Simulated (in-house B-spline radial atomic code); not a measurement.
**BHandHLYP excitations of C III (C2+)**

Method: BHandHLYP. Computed with an all-electron radial atomic-structure program (B-spline basis): linear response of the closed shell [He] 2s2 with the functional's adiabatic kernel; non-relativistic, point nucleus, no spin-orbit coupling, no double excitations, S, P, D and F terms only.

Command:
```bash
python run_td.py task.json out
```
Settings (radii: box in bohr, nucleus in fm):
```
Z                        6
electrons                4
configuration            [He] 2s2
hamiltonian              nr
method                   bhandhlyp
box_radius               29.48
intervals                49
```

Run time, properties included: 0.1 s on 1 thread of Arm Neoverse N1, on a shared host.

The lowest states, in the order of their Tamm-Dancoff energies; the method's threshold (minus the highest occupied level) is 43.62 eV. Labels give the largest channel, * marks a mixed state, and oscillator strengths are full-response dipole values. Semilocal kernels can invert the small singlet-triplet splittings of Rydberg terms. Energies in eV:

| state | full response | Tamm-Dancoff | oscillator strength |
| --- | --- | --- | --- |
| 2s → 2p 3P | ? | ? | - |
| 2s → 2p 1P | 11.612 | 12.255 | 0.731 |
| 2s → 3s 3S | 28.055 | 28.068 | - |
| 2s → 3s 1S | 29.278 | 29.306 | - |
| 2s → 3p 3P | 30.40 | 30.41 | - |
| 2s → 3p 1P | 30.77 | 30.78 | 0.222 |
| 2s → 3d 3D | 31.69 | 31.70 | - |
| 2s → 3d 1D | 32.29 | 32.29 | - |
| 2s → 4s 3S | ? | ? | - |
| 2s → 4s 1S | 36.50 | 36.50 | - |
| 2s → 4p 3P | 36.96 | 36.96 | - |
| 2s → 4p 1P | 37.09 | 37.09 | 0.0702 |
| 2s → 4d 3D | 37.48 | 37.48 | - |
| 2s → 4d 1D | 37.70 | 37.70 | - |
| 2s → 4f 1F | 37.89 | 37.89 | - |
| 2s → 4f 3F | 37.91 | 37.91 | - |

**Question.** Where does 2s → 2p 3P lie?

**Answer.** At 4.240 eV in full response, 5.304 eV in Tamm-Dancoff.

**Question.** Where does 2s → 4s 3S lie?

**Answer.** At 36.14 eV in full response, 36.14 eV in Tamm-Dancoff.

**Question.** How large is the singlet-triplet splitting of 2s → 2p (P terms) in Tamm-Dancoff?

**Answer.** 6.95 eV, from the unrounded values.

**Question.** What polarisabilities and dispersion coefficient does the method give?

**Answer.** Dipole 4.386 bohr³, quadrupole 5.292 bohr⁵, C6 6.796 hartree·bohr⁶ for two such species.
